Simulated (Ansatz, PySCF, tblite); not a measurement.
Potential energy surface of H₃ (cation, charge +1), singlet: symmetric bend, bond length relaxed. Scanned: H-H-H angle. Other coordinates (H-H bond length) were minimised at PBE0/def2-TZVP.

- GFN2-xTB, 300 K electronic temperature (tblite)
- RKS-PBE/cc-pVTZ = restricted PBE/cc-pVTZ (Ansatz, a quantum-chemistry and plane-wave program)
- RHF/LANL2DZ = restricted Hartree-Fock/LANL2DZ run with PySCF

Energies in eV, each method relative to its own lowest point.

```tsv
a / °	GFN2-xTB	RKS-PBE/cc-pVTZ	RHF/LANL2DZ
180	0.000	?	1.451
168.04	?	1.632	1.445
158.77	?	1.590	1.428
148.45	?	1.514	1.391
137.65	?	1.401	1.321
130.19	0.176	1.303	1.251
120.53	0.217	1.149	1.130
109.46	0.245	0.939	0.946
100.14	0.255	0.737	0.757
90.83	0.246	0.521	0.545
80.88	0.217	0.292	0.310
68.63	0.170	0.065	0.070
60	0.153	0.000	0.000
```

Q: Complete the blanks.

A: 
- 180, RKS-PBE/cc-pVTZ: 1.652
- 168.04, GFN2-xTB: 0.015
- 158.77, GFN2-xTB: 0.043
- 148.45, GFN2-xTB: 0.087
- 137.65, GFN2-xTB: 0.140
